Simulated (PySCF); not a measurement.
**A small calculation by hand: entropy of an ideal gas**

C2H2N3, SMILES [c]1nc[nH]n1, multiplicity 2.

Geometry optimised at B3LYP-D3(BJ)/def2-SVP. The isomer is the one that the SMILES or the coordinates give; other isomers of the formula were not compared.

B3LYP-D3(BJ)/def2-SVP in PySCF gives the harmonic wavenumbers 588, 669, 680, 851, 934, 984, 1066, 1141, 1251, 1312, 1372, 1458, 1513, 3249, 3628 cm⁻¹ and the rotational temperatures 0.5534, 0.4738, 0.2553 K. The molar mass is 68.06 g/mol, the symmetry number 1, the spin multiplicity 2.

Q: Work out the entropy at 298.15 K and 1 atm in the rigid-rotor, harmonic-oscillator model.

A: 
Translation (Sackur–Tetrode at 1 atm): S = R[1.5 ln M + 2.5 ln T − 1.16487] = 161.4 J/(mol K).
Rotation: q = (√π/σ) T^1.5/√(θA θB θC) = 35300, S = R[ln q + 3/2] = 99.5 J/(mol K).
Vibration: with u = 1.4388 ν/T, each mode gives R[u/(e^u − 1) − ln(1 − e^−u)]:
| ν (cm⁻¹) | modes | u | S (J/(mol K)) |
|---|---|---|---|
| 588 | 1 | 2.84 | 1.97 |
| 669 | 1 | 3.23 | 1.44 |
| 680 | 1 | 3.28 | 1.38 |
| 851 | 1 | 4.11 | 0.71 |
| 934 | 1 | 4.51 | 0.51 |
| 984 | 1 | 4.75 | 0.42 |
| 1066 | 1 | 5.14 | 0.30 |
| 1141 | 1 | 5.51 | 0.22 |
| 1251 | 1 | 6.04 | 0.14 |
| 1312 | 1 | 6.33 | 0.11 |
| 1372 | 1 | 6.62 | 0.08 |
| 1458 | 1 | 7.04 | 0.06 |
| 1513 | 1 | 7.30 | 0.05 |
The stiffer modes add less than 0.005 each. Sum 7.4 J/(mol K).
Spin: R ln 2 = 5.8 J/(mol K).
Total 274.1 J/(mol K); the program's own thermochemistry gives 274.1. Translation makes up 59 % and vibration 3 %. Anharmonicity, hindered rotation and orbital degeneracy are left out.
